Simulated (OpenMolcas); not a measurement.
**Worked example: vertical energy of the triplet above the singlet of AlClF2 (SMILES [F][Al]([F])[Cl])**

The species is AlClF2 (4 atoms), meant as a singlet with charge 0. As SMILES, `[F][Al]([F])[Cl]`. Geometry: relaxed at PBE0-D4/def2-TZVP.

Both states at this one shape; open shells run unrestricted unless said. 1 Eh = 27.2114 eV.

| level | program | singlet AlClF2 (Eh) | triplet AlClF2 (Eh) |
| --- | --- | --- | --- |
| TPSS/def2-SVPD | OpenMolcas | -902.224861 | -901.978186 |
| r2SCAN/def2-SVPD | OpenMolcas | -902.044734 | -901.787625 |
| B3LYP/def2-SVPD | OpenMolcas | -902.214441 | -901.956408 |

Problem. Work out the vertical gap, second state less first, at each level.

Solution. 
1. TPSS/def2-SVPD: -901.978186 − (-902.224861) = 0.246675 Eh = 6.71 eV.
2. r2SCAN/def2-SVPD: -901.787625 − (-902.044734) = 0.257109 Eh = 7.00 eV.
3. B3LYP/def2-SVPD: -901.956408 − (-902.214441) = 0.258033 Eh = 7.02 eV.

No measured value is set beside it here; the levels span 6.71 to 7.02 eV.
